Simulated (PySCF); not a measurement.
**H₂TiO + 2 Cl₂ → TiCl₄ + H₂O**

Level: PBE0 in the def2-TZVP basis family, all electrons, no relativity, computed in PySCF with density fitting; open shells unrestricted.

| species | state and structure | E (Eh) | ZPE (kJ/mol) | H(298 K) − H(0) (kJ/mol) | S° (J/(mol K)) |
| --- | --- | --- | --- | --- | --- |
| H₂TiO | singlet, Cs, Ti–H 1.721 Å (×2), Ti–O 1.583 Å; H–Ti–H 115.6°, H–Ti–O 107.2° (×2) | -925.60837 | 36.7 | 11.6 | 254.1 |
| Cl₂ | singlet, D∞h, Cl–Cl 1.982 Å | -920.08940 | 3.5 | 9.1 | 222.5 |
| TiCl₄ | singlet, Td, Ti–Cl 2.163 Å (×4) | -2689.79059 | 15.4 | 21.4 | 352.2 |
| H₂O | singlet, C2v, O–H 0.960 Å (×2); H–O–H 105.1° | -76.37736 | 56.5 | 9.9 | 188.7 |

(1) What is the electronic reaction energy?

(2) Add zero-point, thermal and entropy terms for 298.15 K and 1 bar.

Answers

(1) At PBE0/def2-TZVP, ΔE = -999.7 kJ/mol from the differences of the total energies times 2625.5, downhill. 

(2) ΔZPE = 28.2 and Δ[H(298) − H(0)] = 1.5 kJ/mol give ΔH° = -970.0 kJ/mol. ΔS° = -158.2 J/(mol K), so ΔG° = -970.0 − 298.15 × (-0.1582) = -923 kJ/mol.

The structures come from searches over a few start shapes, so lower isomers are not excluded.
